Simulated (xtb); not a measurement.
F3In, charge -1, doublet, geometry from GFN2-xTB (such geometries of metal compounds can be far from the true shape) (a state made from the parent by changing its charge; the spin is typed, not shown lowest). Base run: GFN2-xTB in xtb.

xtb was given this input:
```
$ xtb mol.xyz --gfn 2 --chrg -1 --uhf 1 --json

# file mol.xyz
4

In    -0.00000000     0.00000000    -0.00000000
F     -1.95003473    -1.18606829     0.03491373
F      0.01763842     2.14457977    -0.78171535
F      1.93239631    -0.95851148     0.74680162
```

Each row names what was changed in the base input (with any setting that the change needs).

```
change          ΔE vs base (mEh)  G_solv (kcal/mol)  SCF cycles
--------------  ----------------  -----------------  ----------
base                       0.000                  -           9
file = coord               0.000                  -           9
acc = 0.0001               0.000                  -          14
alpb = chcl3             -85.820             -54.27           9
etemp = 3000              -2.676                  -           9
gbsa = toluene           -81.968             -51.62           9
```

ALPB and GBSA are two models with their own fitted parameters for each solvent, which aren't always the measured dielectric constant.
